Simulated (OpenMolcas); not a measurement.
# Predicting a hybrid from its neighbours: GaH2O2F

GaH2O2F has 6 atoms, charge 0, and is taken as a singlet. As SMILES, `[OH][Ga]([OH])[F]`. The coordinates come from a PBE0-D4/def2-TZVP relaxation. This is one conformer, not always the lowest.

The vertical energy of the triplet above the singlet y, in eV, basis 6-31G(d); a is the functional's share of exact exchange. Programs: OpenMolcas 26.06.

```
functional     program     a  y (eV)
    r2SCAN  OpenMolcas     0    5.54
       PBE  OpenMolcas     0    5.62
     B3LYP  OpenMolcas   0.2       ?
      PBE0  OpenMolcas  0.25    5.79
     BHLYP  OpenMolcas   0.5    6.23
```

**Question.** Fit y = c + s·a to the known rows and predict B3LYP.

**Answer.** 
1. Means of the 4 rows: a = 0.1875, y = 5.795.
2. Σ(Δa)² = 0.17188, Σ(Δa·Δy) = 0.21625, so the slope is 0.21625/0.17188 = 1.2581.
3. Intercept: 5.795 − (1.2581) × 0.1875 = 5.559. The largest residual of the fit is 0.084.
4. B3LYP: 5.559 + (1.2581) × 0.2 = 5.81 eV.

The run gave 5.60 eV, so the prediction is off by +0.21 eV, more than the largest residual. The rows mix families of semi-local functionals, which the line can't see.
